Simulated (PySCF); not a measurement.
Energy of Rb⁻ (rubidium, charge -1) between two integer charges

The 5s beta orbital of [Kr] 5s2 is emptied in steps (occupation f), with all orbitals relaxed, ending at [Kr] 5s1. Calculation: PySCF 2.14, in aug-cc-pVTZ-X2C (8s7p5d2f, 68 functions); scalar relativity by spin-free X2C-1e. The exact energy is a straight line in f; departures are measured from the line between the end points of the same method.

```tsv
f	LDA (eV)	PBE (eV)	PBE0 (eV)	r2SCAN (eV)	LC-wPBE (eV)	BHandHLYP (eV)	CAM-B3LYP (eV)
1	0.000	0.000	0.000	0.000	0.000	0.000	0.000
0.9	-0.115	-0.111	-0.076	-0.095	0.020	-0.053	-0.035
0.7	-0.278	-0.267	-0.182	-0.227	0.044	-0.130	-0.089
0.5	-0.341	-0.327	-0.220	-0.272	0.052	-0.162	-0.114
0.3	-0.294	-0.281	-0.187	-0.229	0.045	-0.141	-0.102
0.1	-0.129	-0.119	-0.077	-0.103	0.020	-0.062	-0.047
0	0.000	0.000	0.000	0.000	0.000	0.000	0.000
```

Question: For r2SCAN, how does the orbital energy at f = 1 compare with the removal energy?

Answer: −ε = -0.644 eV against a total-energy difference of 0.392 eV. By Janak's theorem ε = ∂E/∂f, so the gap between them reflects the curvature. Along the path −ε is -0.469 (f = 0.9), -0.054 (f = 0.7), 0.392 (f = 0.5), 0.817 (f = 0.3), 1.243 (f = 0.1) eV.

```json
{"method": "LDA", "E(f=0) − E(f=1) (eV)": "0.578", "−ε at f=1 (eV)": "-0.667", "−ε at f=0.5 (eV)": "0.529"}
{"method": "PBE", "E(f=0) − E(f=1) (eV)": "0.507", "−ε at f=1 (eV)": "-0.697", "−ε at f=0.5 (eV)": "0.464"}
{"method": "PBE0", "E(f=0) − E(f=1) (eV)": "0.470", "−ε at f=1 (eV)": "-0.360", "−ε at f=0.5 (eV)": "0.453"}
{"method": "r2SCAN", "E(f=0) − E(f=1) (eV)": "0.392", "−ε at f=1 (eV)": "-0.644", "−ε at f=0.5 (eV)": "0.392"}
{"method": "LC-wPBE", "E(f=0) − E(f=1) (eV)": "0.391", "−ε at f=1 (eV)": "0.633", "−ε at f=0.5 (eV)": "0.393"}
{"method": "BHandHLYP", "E(f=0) − E(f=1) (eV)": "0.386", "−ε at f=1 (eV)": "-0.179", "−ε at f=0.5 (eV)": "0.352"}
{"method": "CAM-B3LYP", "E(f=0) − E(f=1) (eV)": "0.443", "−ε at f=1 (eV)": "0.072", "−ε at f=0.5 (eV)": "0.406"}
```

As f goes to zero the orbital energy of a semilocal functional can turn back, because the density of that orbital vanishes from the exchange-correlation potential.

At f = 1 the orbital energy is positive for LDA, PBE, PBE0, r2SCAN, BHandHLYP: only the finite basis holds the electron.

Reference removal energy between the ground levels: 0.486 eV (measured; photodetachment measurements, as compiled on the Wikipedia data page of electron affinities).
